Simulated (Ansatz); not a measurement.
**Worked example: GeH3(SH) + Si(SH)4 → GeH2(SH)2 + SiH(SH)3**

Gas-phase species: GeH3(SH), singlet; Si(SH)4, singlet; GeH2(SH)2, singlet; SiH(SH)3, singlet. The partners trade H for SH: Ge–H and Si–SH bonds give way to Ge–SH and Si–H.

Shapes, held fixed at every level: PBE0-D4/def2-TZVP. Flexible molecules stand in one conformer, not always the lowest. Programs: Ansatz 0.2.0. The zero-point and thermal change to 298 K, harmonic and unscaled (PBE0-D4/def2-TZVP), is +1.0 kJ/mol.

At CCSD(T)/def2-TZVPP; 1 Eh = 2625.50 kJ/mol:

| species | energy (Eh) |
| --- | --- |
| GeH3(SH) | -2475.752636 |
| Si(SH)4 | -1882.525903 |
| GeH2(SH)2 | -2873.521434 |
| SiH(SH)3 | -1484.749629 |

Problem. Work out ΔH(298 K) of the reaction at this level.

Solution. 
1. Products less reactants: (-2873.521434) + (-1484.749629) − [(-2475.752636) + (-1882.525903)] = 0.007476 Eh = +19.6 kJ/mol.
2. With the thermal change: +19.6 + (+1.0) = +20.6 kJ/mol.

Other levels give +12.4 (HF/def2-TZVPP) to +27.1 kJ/mol (SPW92/def2-TZVPP). No measured value is set beside it here. Relativity is left out for Ge. Outer-core shells of Ge are correlated, in sets that cover them unevenly.
